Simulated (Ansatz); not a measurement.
C$_{3}$H$_{12}$BN$_{3}$ (`CNB(NC)NC`), 19 atoms. Charge 0, multiplicity 1. All runs use 2 threads of an AMD EPYC 7R13 on a shared host and a share of an NVIDIA H100 80 GB. Correlated methods freeze the cores. Open-shell runs search over several starts.

(1) Give the basis size and wall time and peak host memory of each of these runs in Ansatz. RKS r2SCANh-D4/def2-TZVPP energy; UKS ωB97X-V/def2-TZVPP energy of the cation; UKS PBE0-D4/def2-TZVPP energy of the cation; UKS PBE-D4/def2-TZVPP energy of the cation; UKS B2PLYP (frozen core)/def2-TZVPP energy of the cation; RHF-CCSD(T)/def2-SVP energy; UHF-CCSD(T)/def2-TZVPP energy of the cation; RKS ωB97M-V/def2-QZVPP energy; RKS PBE-QIDH (frozen core)/def2-TZVPP energy; UKS r2SCAN-D4/def2-TZVPP energy of the cation; RKS BHLYP-D4/def2-TZVPP energy; UKS ωB97M-V/def2-TZVPP energy of the cation. (Estimate.)

## Answers

(1) Computed: Other jobs shared the machine, so times are rough.

```csv
level,job,functions,wall time,peak host memory (GiB)
RKS BHLYP-D4/def2-TZVPP,energy,385,6 s,0.88
RKS r2SCANh-D4/def2-TZVPP,energy,385,6.5 s,0.9
RKS PBE-QIDH (frozen core)/def2-TZVPP,energy,385,8.5 s,1.7
UKS PBE-D4/def2-TZVPP,energy of the cation,385,8.5 s,0.94
RHF-CCSD(T)/def2-SVP,energy,158,9.5 s,0.86
RKS ωB97M-V/def2-QZVPP,energy,759,13 s,1.4
UKS PBE0-D4/def2-TZVPP,energy of the cation,385,13 s,0.99
UKS r2SCAN-D4/def2-TZVPP,energy of the cation,385,22 s,1
UKS B2PLYP (frozen core)/def2-TZVPP,energy of the cation,385,33 s,1.8
UKS ωB97X-V/def2-TZVPP,energy of the cation,385,34 s,1.2
UKS ωB97M-V/def2-TZVPP,energy of the cation,385,34 s,1.2
UHF-CCSD(T)/def2-TZVPP,energy of the cation,385,5.7 min,1.7
```
